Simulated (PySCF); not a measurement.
**How the method changes the constants of SnBr⁺**

State: ¹Σ⁺ (singlet), closed shell. Set-up: Sn def2-SVP with ECP28, Br def2-SVP; scalar-relativistic core potentials (PySCF 2.14). De refers to Sn⁺ + Br in their high-spin ground configurations, without counterpoise correction. A positive dipole points towards Br; it is taken about the centre of mass and depends on that origin.

```csv
Level,Re (Å),ωe (cm⁻¹),De (eV),μ (D)
RHF,2.426,305,2.37,-4.71
RHF-MP2,2.424,307,3.58,n/a
RHF-SCS-MP2,2.430,304,3.43,n/a
RHF-CCSD,2.431,303,3.33,n/a
RHF-CCSD(T),2.437,298,3.47,n/a
PBE,2.450,286,4.10,-3.75
PBEsol,2.431,293,4.35,-3.62
r²SCAN,2.429,297,3.97,-3.89
PBE0,2.425,300,3.83,-4.04
r²SCAN0,2.414,305,3.73,-4.08
M06-2X,2.439,298,3.45,-4.56
LC-ωPBE,2.395,316,3.46,-4.17
```

**Question.** Which functional lies closest to RHF-CCSD(T) in De, which farthest, and by how much do they differ from it?

**Answer.** Closest is LC-ωPBE (-4.2 pm in Re, +6.0 % in ωe, -0.01 eV in De against RHF-CCSD(T) in the same basis), farthest PBEsol (-0.6 pm in Re, -1.7 % in ωe, +0.88 eV in De). CCSD(T) converges more slowly with the basis than the functionals do and binds too weakly in this one, so the order can change at the basis-set limit.

**Question.** What does a quarter of exact exchange do here, going from PBE to PBE0?

**Answer.** PBE0 less PBE: -2.5 pm in Re, +4.9 % in ωe, -0.27 eV in De. Exact exchange removes part of the self-interaction that spreads semilocal densities, and in most molecules shortens and stiffens the bond and lowers De; so it does here.

**Question.** What does the step from GGA to meta-GGA do here, going from PBE to r²SCAN?

**Answer.** r²SCAN less PBE: -2.1 pm in Re, +3.8 % in ωe, -0.13 eV in De. 

Correlated steps freeze 13 core orbitals. Correlated levels converge slowly with the basis: in double zeta they bind strong bonds too weakly, by up to about 1 eV, and carry superposition errors of some tenths. These are scalar-relativistic numbers at best; spin–orbit coupling would shift them, the dissociation energy most. For an ion De counts to the pair picked by the measured ionisation energies or electron affinities, which need not be the lowest pair at this level. Where the molecule has an RHF reference, its open-shell atoms are computed with UHF.

The whole job (state search and all levels along the bond) took about 1.6 min on 1 thread of Intel Xeon Platinum 8488C (shared host), peak memory 0.76 GiB.
